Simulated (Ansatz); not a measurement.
Name a neutral molecule of Al, C, Cl, N and H with HOMO–LUMO gap (PBE0/def2-TZVPP) between 7.30 and 7.60 eV and LUMO energy (PBE/def2-TZVPP) between -0.90 and -0.60 eV (Ansatz, PBE0-D4/def2-TZVP geometry).

`[CH3][Al]([NH2])[Cl]` (7.59 eV, -0.80 eV). Other molecules can fit too; these were computed, each in one conformer that needn't be the lowest.
